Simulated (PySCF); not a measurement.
Species: C6H9Cl.
Z-matrix (Å and degrees, GFN2-xTB geometry), rows numbered from 1:
```
Cl
C   1  1.7851
C   2  1.5208  1  110.70
C   3  1.5141  2  110.45  1   179.79
C   4  1.4999  3  119.28  2   -84.49
C   5  1.4955  4   96.28  3  -158.80
C   5  1.4841  4   60.28  3  -108.44
H   2  1.0899  1  106.85  3  -121.36
H   2  1.0896  1  106.92  3   121.39
H   3  1.0914  2  109.42  1    58.81
H   3  1.0925  2  109.30  1   -59.36
H   4  1.0889  3  113.44  2    61.02
H   5  1.0684  4  131.79  7   124.98
H   6  1.0847  5  119.02  7  -108.56
H   6  1.0822  5  117.81  7   107.41
H   7  1.0682  4  131.50  5  -125.46
```

Computed at PBE0/pcSseg-1 (PySCF, non-relativistic), with Q(35Cl) = −0.0817 b: Cl1, 35Cl (I = 3/2): χzz = -74.84 MHz, η = 0.014.

Task: Where would the pure quadrupole (NQR) lines of 35Cl at Cl1 fall for the rigid, isolated species?

Result: From ν = (|χ|/2)√(1 + η²/3): ν = 37.42 MHz (alkyl chlorine). For 37Cl the ratio of quadrupole moments, 0.7881, gives 29.49 MHz.

Task: Apply the simplest Townes–Dailey estimate (no s hybridisation, no π bonding), ionic character = 1 − χzz/χ0, where χ0 is the coupling for one missing p electron along the bond: −109.74 MHz for 35Cl.

Result: Cl1 on C2: 1 − (-74.84)/(-109.74) = 0.32. In this model a purely covalent bond gives χ0 and a free halide ion gives zero; s hybridisation or π bonding, where present, is counted here as ionic character.

In a crystal, neighbours and librations shift these lines. GFN2-xTB bond lengths can be off by several hundredths of an ångström, more for odd bonds, and the gradients follow them. With a basis this small, the couplings can be 20 % off.

One conformer stands for the species.
